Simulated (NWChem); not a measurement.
System: C₄H₅Cl; SMILES C=C=C(C)Cl

Here is an NWChem input.

```
start job
memory heap 200 mb stack 900 mb global 1100 mb
geometry units angstroms noautoz
  C      0.632613    -2.403340     0.000000
  C      0.155282    -1.186512     0.000000
  C     -0.338377     0.022253     0.000000
  C     -1.792803     0.398736     0.000000
  Cl     0.778758     1.411246     0.000000
  H      0.843287    -2.935241     0.926876
  H      0.843287    -2.935241    -0.926876
  H     -2.036809     0.997427    -0.885226
  H     -2.036809     0.997427     0.885226
  H     -2.412958    -0.502252     0.000000
end
basis spherical
  C library cc-pvtz
  Cl library cc-pvtz
  H library cc-pvtz
end
dft
  xc xtpss03 ctpss03
  iterations 150
  semidirect filesize 400000000
  mulliken
end
task dft energy
```

Parts of the log:

```
             Northwest Computational Chemistry Package (NWChem) 7.3.0
             --------------------------------------------------------

 CS  symmetry detected

                             Geometry "geometry" -> ""
                             -------------------------

 Output coordinates in angstroms (scale by  1.889725989 to convert to a.u.)

  No.       Tag          Charge          X              Y              Z
 ---- ---------------- ---------- -------------- -------------- --------------
    1 C                    6.0000     0.64844422    -2.41003739     0.00000000
    2 C                    6.0000     0.15899823    -1.19803166     0.00000000
    3 C                    6.0000    -0.34669451     0.00574858     0.00000000
    4 C                    6.0000    -1.80480383     0.36770390     0.00000000
    5 Cl                  17.0000     0.75652869     1.40581670     0.00000000
    6 H                    1.0000     0.86441383    -2.93981030     0.92687600
    7 H                    1.0000     0.86441383    -2.93981030    -0.92687600
    8 H                    1.0000    -2.05477007     0.96393097    -0.88522600
    9 H                    1.0000    -2.05477007     0.96393097     0.88522600
   10 H                    1.0000    -2.41593996    -0.53942576     0.00000000

 Effective nuclear repulsion energy (a.u.)     191.2322833471

      Symmetry information
      --------------------

 Group name             Cs
 Group number              2
 Group order               2
 No. of unique centers     8

                                 NWChem DFT Module
                                 -----------------

 Summary of "ao basis" -> "ao basis" (spherical)
 ------------------------------------------------------------------------------
       Tag                 Description            Shells   Functions and Types
 ---------------- ------------------------------  ------  ---------------------
 C                          cc-pvtz                 10       30   4s3p2d1f
 Cl                         cc-pvtz                 12       34   5s4p2d1f
 H                          cc-pvtz                  6       14   3s2p1d

      Symmetry analysis of basis
      --------------------------

        a'        141
        a"         83

            General Information
            -------------------
          SCF calculation type: DFT
          Wavefunction type:  closed shell.
          No. of atoms     :    10
          No. of electrons :    46
           Alpha electrons :    23
            Beta electrons :    23
          Charge           :     0
          Spin multiplicity:     1
          Use of symmetry is: on ; symmetry adaption is: on
          Maximum number of iterations: 150
          AO basis - number of functions:   224
                     number of shells:    82
          Convergence on energy requested:  1.00D-06
          Convergence on density requested:  1.00D-05
          Convergence on gradient requested:  5.00D-04

              XC Information
              --------------
                  TPSS metaGGA Exchange Functional  1.000
             TPSS03 metaGGA Correlation Functional  1.000

             Grid Information
             ----------------
          Grid used for XC integration:  medium
          Radial quadrature: Mura-Knowles
          Angular quadrature: Lebedev.
          Tag              B.-S. Rad. Rad. Pts. Rad. Cut. Ang. Pts.
          ---              ---------- --------- --------- ---------
          C                   0.70       49          12.0       434
          Cl                  1.00       88          12.0       590
          H                   0.35       45          13.0       434
          Grid pruning is: on
          Number of quadrature shells:   419
          Spatial weights used:  Erf1

      Superposition of Atomic Density Guess
      -------------------------------------

 Sum of atomic energies:        -612.66747763

      Non-variational initial energy
      ------------------------------

 Total energy =    -615.348405
 1-e energy   =   -1218.780228
 2-e energy   =     412.199540
 HOMO         =      -0.261985
 LUMO         =      -0.027202

      Symmetry analysis of molecular orbitals - initial
      -------------------------------------------------

  Numbering of irreducible representations:

     1 a'          2 a"

  Orbital symmetries:

     1 a'          2 a'          3 a'          4 a'          5 a'
     6 a'          7 a'          8 a'          9 a"         10 a'
    11 a'         12 a'         13 a'         14 a'         15 a'
    16 a"         17 a'         18 a"         19 a'         20 a"
    21 a'         22 a'         23 a"         24 a'         25 a"
    26 a'         27 a'         28 a'         29 a'         30 a"
    31 a"         32 a'         33 a'

------------------------------------------------------------
EAF file 0: "./job.aoints.0" size=590872576 bytes
------------------------------------------------------------
               write      read    awrite     aread      wait
               -----      ----    ------     -----      ----
     calls:     1127         0         0         0         0
   data(b): 5.91e+08  0.00e+00  0.00e+00  0.00e+00
   time(s): 0.00e+00  0.00e+00  0.00e+00  0.00e+00  0.00e+00
rate(mb/s): 0.00e+00  0.00e+00
------------------------------------------------------------

     ---------------------------------------------
      Total Density - Mulliken Population Analysis
     ---------------------------------------------

[...]
```

Level: TPSS/cc-pVTZ. Geometry: optimised at B3LYP/6-31G* (spherical d).
